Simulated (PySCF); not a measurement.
Se(Me)(SMe) (C2H6SSe), SMILES CS[Se]C.

Geometry optimised at ωB97X-D3(BJ)/def2-SVP. The values are those of a single conformer.

All values below come from TDA-PBE/def2-SVPD in PySCF.

Vertical excitations. The molecule is in vacuum.

Task: Give excitation energies, oscillator strengths and character. (The exact figures need the calculation; the answer reports its results.)

Result: 
| state | energy (eV) | λ (nm) | f | main pairs |
|---|---|---|---|---|
| S1 | 3.96 | 313 | 0.006 | HOMO→LUMO 98 % |
| S2 | 4.20 | 295 | 0.005 | HOMO−1→LUMO 98 % |
| S3 | 5.11 | 242 | 0.001 | HOMO→LUMO+1 94 % |
| S4 | 5.37 | 231 | 0.011 | HOMO−1→LUMO+1 77 %, HOMO→LUMO+2 14 % |
| S5 | 5.38 | 230 | 0.051 | HOMO→LUMO+2 59 %, HOMO→LUMO+3 20 %, HOMO−1→LUMO+1 15 % |
| S6 | 5.54 | 224 | 0.010 | HOMO→LUMO+3 77 %, HOMO→LUMO+2 18 % |
| S7 | 5.65 | 219 | 0.005 | HOMO−1→LUMO+2 68 %, HOMO−1→LUMO+3 27 % |
| S8 | 5.84 | 212 | 0.008 | HOMO−1→LUMO+3 71 %, HOMO−1→LUMO+2 26 % |
| S9 | 6.05 | 205 | 0.026 | HOMO→LUMO+4 99 % |
| S10 | 6.27 | 198 | 0.026 | HOMO→LUMO+5 98 % |
| T1 | 3.33 | 372 | 0 | HOMO→LUMO 100 % |
| T2 | 3.61 | 343 | 0 | HOMO−1→LUMO 100 % |
| T3 | 4.65 | 267 | 0 | HOMO→LUMO+1 98 % |
| T4 | 5.00 | 248 | 0 | HOMO−1→LUMO+1 97 % |
Triplets are in the Tamm–Dancoff approximation.
